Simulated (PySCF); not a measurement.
C2H10Ge2Si2.
SMILES: `C(#C)[SiH2][SiH]([GeH3])[GeH3]`

Theory: TDDFT CAM-B3LYP/def2-SVPD, vertical, gas phase, core orbitals frozen in the response (PySCF 2.14.0, density-fitted response routines). Isolated species at its GFN2-xTB geometry (one conformer only). The CAM-B3LYP/def2-SVPD calculation is non-relativistic and has no spin–orbit coupling, an omission that weighs most on germanium. Torsions of this conformer, `[CH:1]#[C:2][SiH2:3][SiH:4]([GeH3:5])[GeH3:6]`: C2–Si3–Si4–Ge5 -61°.

```csv
state,λ (nm),E (eV),f,symmetry,"main configurations (H = HOMO, L = LUMO)"
S1,205.8,6.03,0.0022,A″,"H→L (24%), H→L+4 (24%), H-2→L+2 (11%)"
S2,197.7,6.27,0.010,A′,"H→L+2 (24%), H-2→L+4 (19%), H-2→L (14%)"
S3,197.0,6.29,0.0021,A″,"H-2→L+2 (39%), H-2→L+3 (16%), H→L (9%)"
S4,184.3,6.73,0.089,A′,H→L+1 (77%)
S5,181.7,6.82,0.074,A″,"H-1→L+1 (53%), H→L (11%), H-1→L+3 (10%)"
S6,180.9,6.85,0.0094,A″,"H→L (28%), H-1→L+1 (27%), H-3→L (10%)"
S7,175.6,7.06,0.149,A′,H-1→L (78%)
S8,170.3,7.28,0.078,A′,"H→L+2 (36%), H→L+3 (25%)"
```

Triplets (Tamm–Dancoff): T1 5.03 eV, H→L+2 (18%), H-2→L+4 (18%), H-2→L+8 (11%); T2 5.46 eV, H→L (20%), H→L+4 (17%), H-2→L+2 (17%); T3 5.47 eV, H-2→L+4 (24%), H→L+2 (16%), H-2→L (14%).

The lowest singlet lies at 6.03 eV (206 nm, ultraviolet) and is very weak; its leading configuration is HOMO→LUMO (24%). The strongest level in the table is S7 at 7.06 eV (176 nm, f = 0.149). Löwdin shares by element: HOMO carbon 40%, silicon 36% (atoms not listed hold the other 24%); LUMO (one of a set within 0.03 eV) silicon 37%, germanium 25% (atoms not listed hold the other 39%). The listed states span 1.26 eV, and the widest gap between neighbours is 0.43 eV (S3 to S4). The oscillator strengths of these states sum to 0.413; summed over the whole spectrum of an exact calculation they would give the number of electrons, 114 (Thomas–Reiche–Kuhn). Weighted by f, the mean energy of these states is 6.95 eV. Symmetry labels in Cs follow from the direction of the transition dipole and are given only for states with f of 0.002 or more. Singlets were solved by full linear response, triplets in the Tamm–Dancoff approximation.
